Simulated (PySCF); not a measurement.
Compound: C4H8FO2 (doublet state).
Atom-mapped SMILES: `[CH3:1][O:2][CH2:3][C:4]([F:5])[O:6][CH3:7]` (hydrogens: H8, H9, H10 on C1; H11, H12 on C3; H13, H14, H15 on C7)

Geometry (GFN2-xTB, Å), atoms numbered from 1 in this order:
```xyz
15
C4H8FO2 angstrom
C     -2.013    0.314    0.575
O     -1.722    0.297   -0.799
C     -0.502    0.934   -1.151
C      0.726    0.151   -0.821
F      0.949   -0.957   -1.587
O      1.048   -0.001    0.491
C      2.016   -0.978    0.808
H     -2.995   -0.143    0.682
H     -1.281   -0.256    1.156
H     -2.041    1.341    0.959
H     -0.432    1.913   -0.658
H     -0.549    1.062   -2.235
H      2.946   -0.796    0.261
H      1.656   -1.983    0.568
H      2.190   -0.890    1.879
```

The hyperfine couplings belong to this conformer and change with its torsions.

Method: UKS B3LYP, pcH-1 on C F H O, non-relativistic, mean-field spin-orbit, GIAO in PySCF 2.14.0. One conformer (not necessarily the lowest) at the GFN2-xTB geometry, without solvent, vibrations or thermal averaging. A GFN2-xTB geometry isn't a minimum of the functional, and hyperfine couplings can be far from their values at a DFT geometry. No stability test was run, so a lower SCF solution isn't excluded.

Task: Match the computed a_iso(13C) values +272.6, +39.7, -1.6 MHz with the sites C1; C3; C4.

Result: 
| site | a_iso (MHz) | ρ(0) (bohr⁻³) | position | distance from C4 (Å) | spin population | largest \|T\| (MHz) |
| --- | --- | --- | --- | --- | --- | --- |
| C1 | -1.6 | -0.0014 | 3 bonds from C4 | 3.08 | 0.00 | 1.5 |
| C3 | +39.7 | +0.0353 | 1 bond from C4 | 1.49 | -0.01 | 5.5 |
| C4 | +272.6 | +0.2425 | largest spin population | 0.00 | +0.79 | 148.2 |

ρ(0) is the spin density at the nucleus and T the dipolar tensor; entries for several nuclei are means. The largest Mulliken spin populations are on C4 (+0.79) and O6 (+0.11). No atom but C4 exceeds +0.15. The angles at C4 add up to 348.0°, so it is slightly pyramidal.

β density exceeds α density at some nuclei, such as C1 (-0.0014), spin density in bohr⁻³. In a single determinant that takes different orbitals for the two spins, that is spin polarisation.

Nuclei that the bonding pattern makes equivalent are averaged, as if the motion that swaps them (rotation, inversion, ring flip) were fast. The three 1H nuclei of mean +8.9 MHz run from -1.7 to 15.2 MHz in the frozen geometry. The three 1H nuclei of mean +2.6 MHz run from 0.1 to 5.2 MHz in the frozen geometry.

The run took 46 s wall (with the writing of density and orbital grids) on one thread, Arm Neoverse V2 (aarch64), shared host, and the process peaked at 0.96 GiB of memory.
